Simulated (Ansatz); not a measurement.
H2Se2 (SMILES [SeH][SeH]) moved off its minimum; all values from Ansatz (a quantum-chemistry and plane-wave program), cores frozen in correlated methods.
(charge 0, multiplicity 1)
```xyz
4

Se     0.1090    -0.9570     0.7032
H     -0.0513    -1.8459    -0.0228
Se    -0.2350     0.9786    -0.6835
H     -1.6817     1.1211    -0.0380
```

Problem. Give the forces (eV/Å), the total energy and the dipole at CCSD(T)/aug-cc-pVTZ.

Solution. 
```tsv
atom	Fx	Fy	Fz
Se1	2.463	11.962	9.930
H2	-2.292	-11.421	-10.067
Se3	-1.836	-0.591	1.111
H4	1.666	0.050	-0.974
```
Energy -4801.2449 hartree, dipole 0.77 D.
